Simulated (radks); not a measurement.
Task: Gd LI, configuration [Ne] 3s2 3p2. All-electron calculation, scalar-relativistic Kohn-Sham, PBE, spin-unpolarised, spherical densities, finite nucleus; Fermi nuclear charge, rms radius 5.1569 fm. Program: a radial shooting solver on a logarithmic mesh with Libxc functionals. Some entries of the table are withheld. Estimate them.

orbital,occ.,eigenvalue (eV),<r^2> (bohr^2)
1s,2,-53664.08,0.0006543
2s,2,(1),0.009980
2p,6,-10794.14,0.007987
3s,2,-4676.148,0.05619
3p,2,-4410.134,0.05397
3d,0,-4144.531,0.04167
4s,0,-2489.093,0.1919
4p,0,(2),0.1927

Result: 
(1) 2s eigenvalue (eV): -11671.78
(2) 4p eigenvalue (eV): -2380.047
